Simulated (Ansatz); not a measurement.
I$_{3}$Zr (SMILES [I][Zr]([I])[I]), doublet, at a GFN2-xTB geometry (such geometries of metal compounds can be far from the true shape) (the multiplicity is a formal guess) (core potentials on I, Zr); B3LYP/def2-SVP run with Ansatz (a first-principles code).

Input for Ansatz:
Ansatz 0.2 input:
```yaml
crystal:
  periodic: [false, false, false]
  atoms:
    - {symbol: Zr, position_ang: [-0.36838690, 0.35251267, 0.73412604]}
    - {symbol: I, position_ang: [-1.91094093, -1.65624311, -0.43739609]}
    - {symbol: I, position_ang: [0.06579663, 2.21046464, -1.30217845]}
    - {symbol: I, position_ang: [2.12317215, -0.82026883, 1.18551715]}
basis:
  gaussian:
    orbitals: def2-SVP
hamiltonian:
  xc: b3lyp
magnetization: {spin_polarized: true, initial_magnetization: 1}
accuracy: high
```

Q: What does Ansatz print? Leave out banner, timings and long lists.

A: 
```
Functional definition: B3LYP
2607 factors; integrals over basis functions are off by at most 7.7e-9 eV
mean field evaluation 1: about -25594.2975 eV, gradient 1.0e1 eV
mean field evaluation 2: about -25590.5685 eV, gradient 2.7e1 eV
mean field evaluation 4: about -25595.0887 eV, gradient 2.1e0 eV
mean field evaluation 8: about -25595.1692 eV, gradient 1.6e-1 eV
mean field evaluation 16: about -25595.1695 eV, gradient 4.9e-4 eV
mean field evaluation 32: about -25595.1695 eV, gradient 7.1e-8 eV
mean field -25595.16947823 eV, -940.6051292958 hartree, gradient 3.7e-8 eV, S^2 0.753559; 5 other end points of the search recorded, 0 dependent functions left out
reference -25595.16951614 eV, -940.6051306890 hartree; 44, 43 occupied and 65, 66 virtual orbitals, 2607 factors
Total energy: -25595.16951614 eV, -940.6051306890 hartree
```
